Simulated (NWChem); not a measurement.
C₂H₄FNOSi; SMILES N#C[C@@H](F)[SiH2]O

```xyz
10

N      0.7832     2.7668    -0.0791
C      0.2185     1.7843     0.1596
C     -0.4294     0.5076     0.4257
F     -1.6255     0.4063    -0.2631
Si     0.6727    -0.9715    -0.1252
O     -0.1088    -2.3794     0.2655
H     -0.6403     0.4369     1.5080
H      0.8826    -0.8115    -1.5918
H      1.9388    -0.9334     0.6470
H     -0.8989    -2.6021    -0.2363
```
Atoms are numbered in this order, from 1.

Level: PBE0/def2-SVP (NWChem), optimised geometry, unscaled harmonic frequencies. 

```
frequency (cm⁻¹)  IR intensity (km/mol)
----------------  ---------------------
64                                  6.7
96                                  0.5
175                                21.2
240                                34.0
260                                70.0
293                                39.0
458                                 1.3
533                                20.8
616                                26.9
687                                53.3
774                                26.2
838                               137.1
884                               186.8
912                                95.7
954                                92.6
999                                13.8
1104                               80.6
1174                               27.9
1324                                6.2
2257                               80.2
2297                               85.6
2397                                6.6
3080                                2.5
3930                              139.4
```

| Quantity | Value |
|---|---|
| zero-point energy | 37.6 kcal/mol |
| thermal correction to the enthalpy at 298.15 K (with zero-point energy) | 42.9 kcal/mol |
| heat capacity Cv | 25.1 cal/(mol K) |
| entropy at 298.15 K and 1 atm (symmetry number 1) | 85.7 cal/(mol K) |
| dipole moment | 3.20 D |

Rigid rotor and harmonic oscillator; modes under 100 cm⁻¹ make the entropy uncertain.
